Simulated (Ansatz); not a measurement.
Compare A (`C[C](=O)[GeH3]`) with its isomer B (`C=[C](O)[GeH3]`).

Calculated with Ansatz (gas phase, PBE0-D4/def2-TZVP geometries, no zero-point term in ΔE). CCSD(T)/CBS adds triple-zeta CCSD(T) − MP2 to the extrapolated MP2 energy (def2 sets, frozen cores). DFT in def2-TZVPP. For Ge outer-core shells are correlated without core-valence functions, which leaves a few kJ/mol of doubt a bond. Scalar relativity is left out up to krypton. Each species was taken in one conformer, which may not be the lowest.

(1) Which isomer does CCSD(T)/CBS put lower? Give the gap. (Best estimate.)

(2) Give E(B) − E(A) in kcal/mol with CCSD(T)/def2-SVP, r2SCAN-D4, CCSD(T)/def2-TZVPP, MP2/def2-TZVPP, PBE-D4, BLYP-D4, CCSD/def2-TZVPP. (Estimate.)

(3) Does the order hold for the free energy at 298.15 K (harmonic terms from PBE0-D4)? (An estimate is asked.)

Largest T1 diagnostic: 0.014.

Answers

(1) The calculation gave: A, by 8.8 kcal/mol.

(2) Computed: CCSD(T)/def2-SVP 13.3, r2SCAN-D4 10.6, CCSD(T)/def2-TZVPP 9.7, MP2/def2-TZVPP 9.5, PBE-D4 11.0, BLYP-D4 11.7, CCSD/def2-TZVPP 9.8. None reverses the order clearly.

(3) Ansatz gave: Yes: G(B) − G(A) = +9.9 kcal/mol, for one conformer each. Modes under 60 cm⁻¹, often nearly free rotors, make the harmonic entropy too high.

From PBE to PBE0 (25 % exact exchange), in def2-TZVPP and without D4, E(B) − E(A) moves by −0.8 kcal/mol. At CCSD(T), def2-SVP lies +4.5 kcal/mol from the extrapolated value and def2-TZVPP +0.9 kcal/mol.
